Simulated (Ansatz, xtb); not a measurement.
# Relative energy of two isomers of C3H9BO

Structure I is `BCCCO`, a singlet and structure II is `B[C@@H](C)CO`, a singlet. Both are isolated molecules in the gas phase, relaxed with PBE-D3(BJ)/def2-SVP; each stands in its lowest conformer found.

Quicker runs give these differences E(II) − E(I): GFN2-xTB +2.42 kJ/mol; HF/STO-3G +5.83 kJ/mol (at GFN2-xTB geometries); r2SCAN-D4/def2-SVP +3.36 kJ/mol (at GFN2-xTB geometries).

Estimate E(II) − E(I) at the level CCSD(T)/def2-SVP + ΔMP2/def2-TZVPP.

Too close to call at this level: CCSD(T)/def2-SVP + ΔMP2/def2-TZVPP gives E(II) − E(I) = +3.67 kJ/mol.

The same difference at several levels:

```tsv
level	geometry	E(II) − E(I) (kJ/mol)	departure from the last row (kJ/mol)	job, with rough time for the two
GFN2-xTB	GFN2-xTB	+2.42	−1.25	optimisation, 0.63 s
HF/STO-3G	GFN2-xTB	+5.83	+2.17	single point, 1.1 s
r2SCAN-D4/def2-SVP	GFN2-xTB	+3.36	−0.31	single point, 8.4 s
PBE-D3(BJ)/def2-SVP	PBE-D3(BJ)/def2-SVP	+0.33	−3.33	optimisation, 74 s
HF/def2-SVP	PBE-D3(BJ)/def2-SVP	+9.27	+5.60	part of the CCSD(T) run
MP2/def2-SVP	PBE-D3(BJ)/def2-SVP	+2.09	−1.57	part of the CCSD(T) run
CCSD(T)/def2-SVP	PBE-D3(BJ)/def2-SVP	+2.39	−1.27	single point
CCSD(T)/def2-SVP + ΔMP2/def2-TZVPP	PBE-D3(BJ)/def2-SVP	+3.67		single point, 84 s
```

As drawn, both hold the same kinds of bond in the same numbers. Structure I has 0 methyl groups, II 1.

The largest departure from CCSD(T)/def2-SVP + ΔMP2/def2-TZVPP is that of HF/def2-SVP, 5.60 kJ/mol. The last row adds to CCSD(T) the change of the MP2 difference between the two basis sets, here +1.27 kJ/mol.

With thermal terms from frequencies at re-optimised GFN2-xTB minima (ideal gas, soft modes damped towards free rotors, one conformer each, 298.15 K, 1 atm): on the last row, ΔE + ΔZPE = +3.35, ΔH = +3.54, ΔG = +4.04 kJ/mol.

The correlated steps freeze 5 core orbitals. Mirror images aren't counted in ΔG. Codes used: Ansatz 0.2.0, xtb 6.7.1; the last row on 2 threads of AMD EPYC (Zen 3) on a shared host.
